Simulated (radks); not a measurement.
Values are calculated unless marked as measured or tabulated.
Question: These are the eigenvalues of the occupied orbitals of an atom or ion with whole-number occupations (hartree). Code: a radial shooting solver on a logarithmic mesh with Libxc functionals. Model: scalar-relativistic Kohn-Sham, SCAN, spin-polarised, spherical densities, finite nucleus; meta-GGA in the generalised Kohn-Sham scheme; Fermi nuclear charge, rms radius of each element as measured or else 0.836 A^(1/3) + 0.57 fm.

orbital  eigenvalue
1s up     -410.7266
1s down   -410.7248
2s up     -57.83100
2s down   -57.61777
2p up     -51.30678
2p down   -51.14856
3s up     -12.75912
3s down   -12.43750
3p up     -10.70102
3p down   -10.37575
3d up      -7.36833
3d down    -7.01410

Which element is it, and in what charge state? The configuration may be excited. Open shells, if any, are filled with parallel spins first.

Answer: Z = 32, germanium, charge +8: Ge8+ in [Ar] 3d6. The list shows which subshells hold electrons but not how many an open one holds; the 1s level, -410.73 hartree, gives Z - s = 28.7 by -(Z - s)^2/2, which with screening and relativity narrows Z to a few neighbours, and the depths of the outer levels then fix element, charge and occupations together.
